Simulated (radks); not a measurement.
Values are calculated unless marked as measured or tabulated.
Q: Ionisation of neutral arsenic, [Ar] 3d10 4s2 4p3, to As+, [Ar] 3d10 4s2 4p2, under several functionals. Dirac Kohn-Sham, spin-unpolarised, spherical densities, finite nucleus; open shells are shared between the two j in proportion to 2j + 1; a radial shooting solver on a logarithmic mesh with Libxc functionals. The NIST Atomic Spectra Database gives 9.789 eV (measured). Rank these functionals by the error of their Delta-SCF ionisation energy: B86b exchange with PBE correlation; BP86; exchange-only PBE; LDA (Slater exchange, VWN5 correlation); SOGGA; PBEsol; LDA (Slater exchange, Perdew-Wang correlation); OLYP; PW91.

A: From best to worst: LDA (Slater exchange, VWN5 correlation) 9.324 eV (-0.465); LDA (Slater exchange, Perdew-Wang correlation) 9.323 eV (-0.466); BP86 9.284 eV (-0.504); PW91 9.210 eV (-0.578); B86b exchange with PBE correlation 9.172 eV (-0.616); PBEsol 9.161 eV (-0.627); SOGGA 9.070 eV (-0.719); OLYP 8.985 eV (-0.803); exchange-only PBE 8.328 eV (-1.461). Spin polarisation and multiplet splitting are left out, so open shells lie too high by an amount that depends on their filling. Sharing an open shell by 2j + 1 raises it above the true ground level by a part of the spin-orbit splitting, which enters the differences from NIST.

Beside tabulated values, note that spin-unpolarised runs miss the spin-polarisation part of the exchange energy of open shells.
